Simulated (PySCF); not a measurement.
B3LYP has the VWN-RPA correlation part, as in Gaussian. 

**F$_{2}$Ga, SMILES `[F][Ga][F]` (charge 0, multiplicity 2)**

Computed with B3LYP-D3(BJ)/def2-TZVP (PySCF 2.14.0).

```
Property                                         Value
-----------------------------  -----------------------
highest occupied spin orbital                 -7.59 eV
dipole moment                                   2.49 D
total energy                             -2124.7332 Ha
cost                           roughly 60 core-seconds
```

Bonds (Å): F1–Ga2 1.770, Ga2–F3 1.770. Angles (°): F1–Ga2–F3 117.2.
Charge 0, spin multiplicity 2.
